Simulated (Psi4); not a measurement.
H₃BS₃ (SMILES SB(S)S), singlet, geometry from GFN2-xTB; MP2/cc-pVTZ (Psi4).

Psi4 was given this input:
```
memory 2 GB

molecule {
0 1
  B    -0.01289737    0.01125581   -0.00796195
  S    -1.69888786   -0.62032018    0.04748603
  H    -1.43594829   -1.75709911    0.68277756
  S     0.23688736    1.61218036   -0.80194752
  H     1.55483670    1.71290270   -0.64043213
  S     1.31220986   -0.98137719    0.72467237
  H     2.34224861   -0.17981055    0.47409011
}

set basis cc-pvtz
set freeze_core true

energy('mp2')
print_variables()
```

**Question.** Predict the main parts of the log of this Psi4 run.

**Answer.** 
```
    SCF Algorithm Type (re)set to DF.

   => Loading Basis Set <=

    Name: CC-PVTZ
    Role: ORBITAL
    Keyword: BASIS

         ---------------------------------------------------------
                                   SCF
               by Justin Turney, Rob Parrish, Andy Simmonett
                          and Daniel G. A. Smith
                              RHF Reference
         ---------------------------------------------------------

  ==> Geometry <==

    Molecular point group: c1
    Full point group: C1

    Geometry (in Angstrom), charge = 0, multiplicity = 1:

       Center              X                  Y                   Z               Mass
    ------------   -----------------  -----------------  -----------------  -----------------
         B            0.009392170839     0.009133719368    -0.003236133782    11.009305360000
         S           -1.676598319161    -0.622442270632     0.052211846218    31.972071174400
         H           -1.413658749161    -1.759221200632     0.687503376218     1.007825032230
         S            0.259176900839     1.610058269368    -0.797221703782    31.972071174400
         H            1.577126240839     1.710780609368    -0.635706313782     1.007825032230
         S            1.334499400839    -0.983499280632     0.729398186218    31.972071174400
         H            2.364538150839    -0.181932640632     0.478815926218     1.007825032230

  Running in c1 symmetry.

  Rotational constants: A =      0.10396  B =      0.10046  C =      0.05109 [cm^-1]
  Rotational constants: A =   3116.78790  B =   3011.84554  C =   1531.70912 [MHz]
  Nuclear repulsion =  238.067220588910317

  Charge       = 0
  Multiplicity = 1
  Electrons    = 56
  Nalpha       = 28
  Nbeta        = 28

  ==> Algorithm <==

  SCF Algorithm Type is DF.
  DIIS enabled.
  MOM disabled.
  Fractional occupation disabled.
  Guess Type is SAD.
  Energy threshold   = 1.00e-08
  Density threshold  = 1.00e-08
  Integral threshold = 1.00e-12

  ==> Primary Basis <==

  Basis Set: CC-PVTZ
    Blend: CC-PVTZ
    Number of shells: 64
    Number of basis functions: 174
    Number of Cartesian functions: 197
    Spherical Harmonics?: true
    Max angular momentum: 3

   => Loading Basis Set <=

    Name: (CC-PVTZ AUX)
    Role: JKFIT
    Keyword: DF_BASIS_SCF

  ==> Integral Setup <==

  SCF_SUBTYPE=INCORE selected. In-core MEM_DF algorithm will be used.
  Using in-core AOs.

  ==> MemDFJK: Density-Fitted J/K Matrices <==

    J tasked:                   Yes
    K tasked:                   Yes
    wK tasked:                   No
    Algorithm:                 Core
    Schwarz Cutoff:           1E-12
    Mask sparsity (%):       1.1560
    Fitting Condition:        1E-10

   => Auxiliary Basis Set <=

  Basis Set: (CC-PVTZ AUX)
    Blend: CC-PVTZ-JKFIT
    Number of shells: 166
    Number of basis functions: 532
    Number of Cartesian functions: 636
    Spherical Harmonics?: true
    Max angular momentum: 4

  Minimum eigenvalue in the overlap matrix is 1.8204621391E-03.
  Reciprocal condition number of the overlap matrix is 3.1636526062E-04.
    Using symmetric orthogonalization.

  ==> Pre-Iterations <==

  SCF Guess: Superposition of Atomic Densities via on-the-fly atomic UHF (no occupation information).

   -------------------------
    Irrep   Nso     Nmo
   -------------------------
     A        174     174
   -------------------------
    Total     174     174
   -------------------------

  ==> Iterations <==

                           Total Energy        Delta E     RMS |[F,P]|

   @DF-RHF iter SAD: -1218.87833400769159   -1.21888e+03   0.00000e+00
   @DF-RHF iter   1: -1219.08945612499406   -2.11122e-01   1.89428e-03 ADIIS/DIIS
   @DF-RHF iter   2: -1219.16116391153969   -7.17078e-02   6.95554e-04 ADIIS/DIIS
   @DF-RHF iter   3: -1219.17063841206482   -9.47450e-03   2.00057e-04 ADIIS/DIIS
   @DF-RHF iter   4: -1219.17258559673178   -1.94718e-03   6.59017e-05 DIIS
[...]
  Energy and wave function converged.

  ==> Post-Iterations <==

    Orbital Energies [Eh]
    ---------------------

    Doubly Occupied:

[...]
      28A     -0.378240

    Virtual:

[...]
    Final Occupation by Irrep:
              A
    DOCC [    28 ]
    NA   [    28 ]
    NB   [    28 ]

  @DF-RHF Final Energy: -1219.17276117591632

   => Energetics <=

    Nuclear Repulsion Energy =            238.0672205889103168
    One-Electron Energy =               -2158.7696615450868194
    Two-Electron Energy =                 701.5296797802602669
    Total Energy =                      -1219.1727611759163210

Computation Completed

Properties will be evaluated at   0.000000,   0.000000,   0.000000 [a0]

Properties computed using the SCF density matrix

 Multipole Moments:

 ------------------------------------------------------------------------------------
     Multipole            Electronic (a.u.)      Nuclear  (a.u.)        Total (a.u.)
 ------------------------------------------------------------------------------------

 L = 1.  Multiply by 2.5417464519 to convert [e a0] to [Debye]
 Dipole X            :         -1.7100182            2.3587830            0.6487648
 Dipole Y            :          0.1760907           -0.2245697           -0.0484789
 Dipole Z            :         -0.3694835            0.5001077            0.1306242
 Magnitude           :                                                    0.6635576

 ------------------------------------------------------------------------------------

  //>>>>>>>>>>>>>>>>>>>>>>>>>>>>>>>>>>>//
  //               DFMP2               //
  //<<<<<<<<<<<<<<<<<<<<<<<<<<<<<<<<<<<//

   => Loading Basis Set <=

    Name: (CC-PVTZ AUX)
    Role: RIFIT
    Keyword: DF_BASIS_MP2

	 --------------------------------------------------------
	                          DF-MP2
	      2nd-Order Density-Fitted Moller-Plesset Theory

	        Rob Parrish, Justin Turney, Andy Simmonett,
	           Ed Hohenstein, and C. David Sherrill
	 --------------------------------------------------------

   => Auxiliary Basis Set <=

  Basis Set: (CC-PVTZ AUX)
    Blend: CC-PVTZ-RI
    Number of shells: 149
    Number of basis functions: 537
    Number of Cartesian functions: 674
    Spherical Harmonics?: true
    Max angular momentum: 4

	 --------------------------------------------------------
	                 NBF =   174, NAUX =   537
	 --------------------------------------------------------
	   CLASS    FOCC     OCC    AOCC    AVIR     VIR    FVIR
	   PAIRS      16      28      12     146     146       0
	 --------------------------------------------------------

	-----------------------------------------------------------
	 ==================> DF-MP2 Energies <====================
	-----------------------------------------------------------
	 Reference Energy          =   -1219.1727611759163210 [Eh]
	 Singles Energy            =      -0.0000000000000000 [Eh]
	 Same-Spin Energy          =      -0.1505488209846713 [Eh]
	 Opposite-Spin Energy      =      -0.4806581085645157 [Eh]
	 Correlation Energy        =      -0.6312069295491870 [Eh]
	 Total Energy              =   -1219.8039681054654011 [Eh]
	-----------------------------------------------------------
	 ================> DF-SCS-MP2 Energies <==================
	-----------------------------------------------------------
	 SCS Same-Spin Scale       =       0.3333333333333333 [-]
	 SCS Opposite-Spin Scale   =       1.2000000000000000 [-]
	 SCS Same-Spin Energy      =      -0.0501829403282238 [Eh]
	 SCS Opposite-Spin Energy  =      -0.5767897302774189 [Eh]
	 SCS Correlation Energy    =      -0.6269726706056427 [Eh]
	 SCS Total Energy          =   -1219.7997338465220309 [Eh]
	-----------------------------------------------------------

  Variable Map:
  ----------------------------------------------------------------------------
[...]
  Array Variable Map:
  ----------------------------------------------------------------------------
[...]
[...]
```
